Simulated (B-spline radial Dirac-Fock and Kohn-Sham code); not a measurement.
**Dipole and non-dipole photoemission parameters of V⁴⁺ 3d5/2**

System: V⁴⁺ in the configuration [Ar] 3d1; threshold 63.05 eV (orbital energy of the model). Calculated with a radial B-spline solver, using Dirac-Hartree-Slater photoionisation with a Latter tail; cross sections with all multipoles, angular parameters from the dipole term and its interference with E2.

The run's input, task.json:

```json
{"items": [{
  "Z": 23,
  "q": 4,
  "cfg": [[1, 0, 2], [2, 0, 2], [2, 1, 6], [3, 0, 2], [3, 1, 6], [3, 2, 1]],
  "A": 51,
  "rrms": 3.6002,
  "do": "xps",
  "hv": [56.9, 79.5, 80, 87.5, 106.0, 189.0, 198.0, 278.0, 284.0, 600, 670.0, 678.0, 1000, 1150.0, 1253.6, 1440.0, 1570.0, 2710.0, 2750.0, 2820.0, 3330.0, 3650.0, 3660.0, 3840.0, 5414.7, 6000, 8400.0, 11000.0, 12000, 15000]
}]}
```

Launch: `python xray2_run.py task.json out`

For linearly polarised light dσ/dΩ = σ/(4π) [1 + β P₂(cos θ) + (δ + γ cos²θ) sin θ cos φ], with θ from the polarisation vector and φ the angle between the beam and the projection of the electron momentum on the plane normal to the polarisation.

```csv
hν (eV),σ (kb),β,γ,δ
79.5,756,0.695,-0.005,0.011
80,749,0.702,-0.005,0.011
87.5,639,0.798,0.000,0.012
106,434,0.965,0.013,0.015
189,101,1.245,0.085,0.024
198,88.7,1.256,0.094,0.024
278,33.7,1.284,0.164,0.031
284,31.6,1.283,0.168,0.031
600,2.95,1.114,0.340,0.055
670,2.04,1.074,0.367,0.060
678,1.96,1.070,0.370,0.061
1000,0.507,0.919,0.470,0.086
1150,0.306,0.864,0.504,0.097
1253.6,0.223,0.829,0.526,0.105
1440,0.133,0.776,0.560,0.120
1570,0.0957,0.744,0.581,0.130
2710,0.0112,0.557,0.708,0.210
2750,0.0105,0.553,0.711,0.212
2820,?,?,?,?
3330,0.00478,0.492,0.752,0.249
3650,0.00326,0.463,0.769,0.269
3660,0.00322,0.463,0.770,0.270
3840,0.00263,0.448,0.777,0.280
5414.7,0.000602,0.357,0.809,0.367
6000,0.000385,0.336,0.812,0.396
8400,8.86e-05,0.298,0.837,0.499
11000,2.68e-05,0.271,0.894,0.598
12000,1.82e-05,0.256,0.911,0.635
15000,6.52e-06,0.201,0.917,0.749
```

Task: Give the values at 2820 eV.

Result: σ = 0.00948 kb, β = 0.545, γ = 0.716, δ = 0.217.
